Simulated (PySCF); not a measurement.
Molecule: `FC[C@@H](F)C(F)=C(F)F`, C₄H₃F₅.

Cartesian coordinates in Å; atom numbers follow the order of the lines, from 1:
```xyz
12

F    -0.835    0.975   -1.397
C    -1.466    0.110   -0.551
C    -0.447   -0.719    0.245
F     0.022   -1.748   -0.531
C     0.701    0.119    0.742
F     0.546    0.578    1.997
C     1.787    0.453    0.051
F     2.034    0.059   -1.178
F     2.772    1.194    0.521
H    -2.086   -0.554   -1.160
H    -2.078    0.710    0.128
H    -0.949   -1.178    1.108
```

Frames of a GFN2-xTB Langevin trajectory at 300 K; GIAO PBE0/pcSseg-1 shieldings in PySCF 2.14.0 with density-fitted response routines, gas phase, non-relativistic; equivalent atoms averaged within each frame.

Chemical shifts δ = σref − σ; $^{19}$F (170.95 ppm) against CFCl3; $^{13}$C (186.93 ppm) and $^{1}$H (31.72 ppm) against TMS, all at this level. The references are static minima.

Q: How do the shifts (ppm) fluctuate along the trajectory?

A: 
```csv
time (fs),F9,F8,F6,F4,F1,C7,C5,C3,C2,H12
250,-92.3,-110.3,-191.1,-228.0,-238.9,174.4,138.1,93.5,90.5,5.14
425,-88.7,-108.4,-184.4,-207.1,-243.6,167.3,136.3,92.2,82.1,5.96
625,-107.6,-120.4,-183.4,-225.4,-253.7,167.6,139.6,90.3,86.5,5.34
800,-78.0,-109.6,-181.5,-219.9,-270.2,174.8,137.6,94.6,75.6,5.83
1000,-94.6,-110.6,-161.4,-227.0,-261.3,173.6,148.3,88.4,83.9,5.96
mean of frames,-92.2,-111.9,-180.3,-221.5,-253.5,171.6,140.0,91.8,83.7,5.65
standard deviation,10.7,4.8,11.2,8.7,12.8,3.8,4.8,2.5,5.5,0.38
```

5 frames give an uncertainty of the mean of about the standard deviation over 2.2 at best, since frames this close in time may not be independent; classical motion lacks zero-point vibration, and the reference would need the same averaging.
